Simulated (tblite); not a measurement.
C4F5 (SMILES F[C]1C(F)=C(F)C1(F)F), doublet, at a GFN2-xTB geometry; GFN1-xTB in tblite.

Here is a job for tblite.
```
$ tblite run mol.xyz --method gfn1 --charge 0 --spin 1 --spin-polarized --json tblite.json --no-restart

# file mol.xyz
9

F     -0.10508476     2.29887463     0.45842030
C      0.06611296     1.02363900     0.18498420
C      1.14126835     0.20846871    -0.15352017
F      2.41947565     0.44195125    -0.32546097
C      0.36797154    -0.94434736    -0.24337601
F      0.58664635    -2.21091063    -0.52319859
C     -0.89285418    -0.16309237     0.12010420
F     -1.50114293    -0.50648297     1.26906905
F     -1.85489344    -0.10654426    -0.81762460
```

The log (banner, timings and long lists left out):

```
xTB calculator
 | screened Coulomb repulsion
 | Coulomb electrostatics
 |  * isotropic Klopman-Ohno-Mataga-Nishimoto electrostatics
 |  * onsite third-order electrostatics
 | DFT-D3(BJ) dispersion correction
 | Interactions (1)
 | [1] spin polarization

halogen bonding energy    0.0000000000000E+00 Eh
repulsion energy          1.3946610637915E-01 Eh
dispersion energy        -2.7549062174575E-03 Eh
interaction energy        0.0000000000000E+00 Eh
number of electrons       5.1000000000000E+01 e
integral cutoff           1.7350510997663E+01 bohr

------------------------------------------------------------
  cycle        total energy    energy error   density error
------------------------------------------------------------
      1     -33.74585703309  -3.3882568E+01   4.7798736E-01
      2     -34.02847890949  -2.8262188E-01   2.7148820E-01
      3     -34.02999566248  -1.5167530E-03   1.0722781E-01
      4     -34.03050845216  -5.1278968E-04   1.1610067E-02
      5     -34.03065115487  -1.4270271E-04   7.0641596E-03
      6     -34.03066752110  -1.6366227E-05   2.6273910E-03
      7     -34.03067358930  -6.0681981E-06   7.1005691E-04
      8     -34.03067466535  -1.0760564E-06   1.5386961E-04
      9     -34.03067464093   2.4420530E-08   9.8813570E-05
     10     -34.03067468134  -4.0406348E-08   2.1223361E-05
     11     -34.03067468333  -1.9956161E-09   7.4158267E-06
------------------------------------------------------------

electronic energy        -3.4167385883495E+01 Eh
total energy             -3.4030674683333E+01 Eh

Post processing:
 | Mayer-Wiberg bond orders

[Info] JSON dump of results written to 'tblite.json'
```
